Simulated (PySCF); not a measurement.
## A ladder of Hamiltonians for In³⁹⁺ (indium, charge +39)

Occupied: 1s1/2, 2s1/2, 2p1/2, 2p3/2. Hartree-Fock calculated with PySCF 2.14 in an uncontracted even-tempered set (20 s from 5.9 bohr⁻², ratio 2.3; 15 p from 7.1 bohr⁻², ratio 2.3), Gaussian nucleus throughout. NR is non-relativistic, sf-X2C the spin-free one-electron X2C Hamiltonian, X2C adds the bare one-electron spin-orbit term, X2C-SNSO screens it by Boettger's factors, DC is four-component Dirac-Coulomb, and the Gaunt term is added at first order (total energies over the DC spinors, levels after relaxing the spinors in that mean field). QED terms are absent. Levels marked empty are virtual spinors of this ion.

```
Hamiltonian  E (hartree)  E − E(DC) (hartree)  CPU seconds
         NR   -4387.7569             127.4246         0.73
     sf-X2C   -4512.8350               2.3465         0.55
        X2C   -4514.0124               1.1691         0.62
   X2C-SNSO   -4513.9154               1.2661         0.55
         DC   -4515.1815               0.0000           30
   DC+Gaunt   -4511.4560               3.7255           53
```

| level (eV) | NR | sf-X2C | X2C | X2C-SNSO | DC | DC+Gaunt |
| --- | --- | --- | --- | --- | --- | --- |
| 1s1/2 | -29605.9 | -30570.9 | -30569.1 | -30569.2 | -30592.4 | -30530.8 |
| 2s1/2 | -6351.8 | -6615.5 | -6615.0 | -6615.1 | -6617.8 | -6611.7 |
| 2p1/2 | -6106.6 | -6195.3 | -6354.6 | -6347.6 | -6348.9 | -6338.1 |
| 2p3/2 | -6106.6 | -6195.3 | -6123.1 | -6126.0 | -6128.0 | -6120.3 |
| 3s1/2 (empty) | -2549.9 | -2629.5 | -2629.4 | -2629.4 | -2630.1 | -2628.5 |
| 3p1/2 (empty) | -2469.4 | -2504.0 | -2544.0 | -2542.3 | -2542.6 | -2539.9 |
| 3p3/2 (empty) | -2469.4 | -2504.0 | -2485.8 | -2486.5 | -2486.9 | -2485.1 |

```json
{"interval (eV)": "2p3/2 − 2p1/2", "sf-X2C": "2.011e-11", "X2C": "231.5", "X2C-SNSO": "221.7", "DC": "220.9", "DC+Gaunt": "217.8"}
{"interval (eV)": "3p3/2 − 3p1/2", "sf-X2C": "-5.476e-10", "X2C": "58.20", "X2C-SNSO": "55.73", "DC": "55.64", "DC+Gaunt": "54.79"}
```

Weight of the small component: 1s1/2 0.0324, 2s1/2 0.00712, 2p1/2 0.00705, 2p3/2 0.00678, 3s1/2 0.00269, 3p1/2 0.00265, 3p3/2 0.00258.

Koopmans' value for the highest occupied level at DC+Gaunt: 6120.3 eV, against an ionisation energy of 6126 ± 3 eV (semi-empirical (NIST evaluation); NIST Atomic Spectra Database, ionization energies); the former lacks relaxation, correlation, QED and recoil.

The whole ladder took 93 s of wall time on 1 thread of Intel(R) Xeon(R) Platinum 8259CL CPU @ 2.50GHz (shared host), launched as `OMP_NUM_THREADS=1 python relrun2.py TASK.json OUT` (a driver that calls PySCF for each Hamiltonian).
